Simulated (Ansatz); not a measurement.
TaS3⁻. Total charge -1; singlet. Geometry PBE-D4/def2-SVPD.

Cartesian coordinates in Å:
```
Ta 0.083 -0.643 -0.185
S -1.345 -2.293 0.255
S 1.551 1.368 -0.571
S -0.289 1.568 0.501
```

In the def2 sets Ta takes a core potential; there is no spin–orbit coupling. HSE06 is defined as in plane-wave codes, on full-range PBE exchange. The restricted singlet is unstable towards broken spin symmetry at other levels; at PBE-D4/def2-TZVPD, r2SCAN-D4/def2-TZVPD, PBE0-D4/def2-TZVPD, HSE06-D4/def2-TZVPD this wasn't settled. Another isomer (singlet) lies 2.28 eV lower at PBE0-D4/def2-TZVPD; other spin states weren't run for this one.

Estimate the orbital energies around the gap (eV) in Ansatz with PBE-D4/def2-TZVPD, r2SCAN-D4/def2-TZVPD, PBE0-D4/def2-TZVPD, HSE06-D4/def2-TZVPD.


```
orbital  PBE-D4/def2-TZVPD  r2SCAN-D4/def2-TZVPD  PBE0-D4/def2-TZVPD  HSE06-D4/def2-TZVPD
 HOMO−9             -11.19                -11.84              -13.15               -12.72
 HOMO−8              -5.25                 -5.61               -6.47                -6.07
 HOMO−7              -4.78                 -5.14               -6.00                -5.60
 HOMO−6              -4.10                 -4.40               -5.32                -4.92
 HOMO−5              -3.21                 -3.51               -4.44                -4.04
 HOMO−4              -2.19                 -2.42               -3.28                -2.89
 HOMO−3              -2.17                 -2.35               -3.22                -2.82
 HOMO−2              -1.95                 -2.18               -3.02                -2.63
 HOMO−1              -1.43                 -1.63               -2.38                -1.99
   HOMO              -0.12                 -0.28               -1.10                -0.71
   LUMO               0.57                  0.65                1.41                 1.04
 LUMO+1               0.78                  0.81                1.61                 1.23
 LUMO+2               1.29                  1.43                2.15                 1.79
 LUMO+3               1.72                  1.98                2.56                 2.19
 LUMO+4               2.53                  2.81                3.11                 2.83
 LUMO+5               2.88                  3.36                3.30                 3.04
```
